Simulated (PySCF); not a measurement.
C3H4F2Si, SMILES C#CC(F)(F)[SiH3].

Geometry optimised at PBE0-D3(BJ)/def2-SVP. This is a generated structure with no PubChem entry under its InChIKey; it may be hypothetical.

Level of theory: PBE0/def2-TZVP (PySCF).

Symmetry labels are those of the subgroup Cs that the program uses (full group Cs).

Question: List the valence orbital energies around the gap with their symmetry. (The exact figures need the calculation; the answer reports its results.)

Answer: 
| orbital | symmetry | energy (eV) |
|---|---|---|
| HOMO−7 | A" | -12.50 |
| HOMO−6 | A' | -12.22 |
| HOMO−5 | A" | -11.83 |
| HOMO−4 | A' | -10.33 |
| HOMO−3 | A" | -10.24 |
| HOMO−2 | A' | -9.52 |
| HOMO−1 | A" | -8.85 |
| HOMO | A' | -8.38 |
| LUMO | A' | -0.37 |
| LUMO+1 | A" | -0.30 |
| LUMO+2 | A' | 0.42 |
| LUMO+3 | A" | 1.29 |
